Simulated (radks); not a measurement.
Eu2+, 61 electrons, occupied as [Kr] 4d10 4f7 5s2 5p4 5d2 (not the ground configuration). All-electron calculation, non-relativistic Kohn-Sham, RPBE, spin-unpolarised, spherical densities, point nucleus; relativity is left out, which matters for an element this heavy. Program: a radial shooting solver on a logarithmic mesh with Libxc functionals.

Local quantities along the radius. ELF = 1/(1 + alpha^2) is the electron localisation function; alpha = (tau - tau_W)/tau_unif compares the Pauli kinetic energy density with that of the uniform gas.

```
   r/bohr * ELF (the largest magnitude, 0.999, reaches the edge; | marks zero)
 0.001726 |                                                      *
 0.002339 |                                                      *
 0.003195 |                                                      *
  0.00433 |                                                      *
 0.005916 |                                                      *
 0.008082 |                                                      *
  0.01095 |                                                     *
  0.01496 |                                                   *
  0.02028 |                                           *
  0.02771 |                        *
  0.03785 |                 *
   0.0513 |                             *
  0.07008 |                                       *
  0.09498 |                                *
   0.1298 |                  *
   0.1773 |                               *
   0.2402 |                                       *
   0.3282 |                *
   0.4448 |                      *
   0.6077 |                                        *
   0.8302 |                         *
    1.125 |              *
    1.537 |                           *
    2.083 |                      *
    2.846 |     *
    3.888 |*
    5.269 *
    7.199 *
```

On this mesh the ELF has minima near r = 0.038, 0.13, 0.38, 1.1 bohr, which separate the shells, and maxima near 0.070 (0.73), 0.24 (0.73), 0.61 (0.74), 1.8 (0.53).
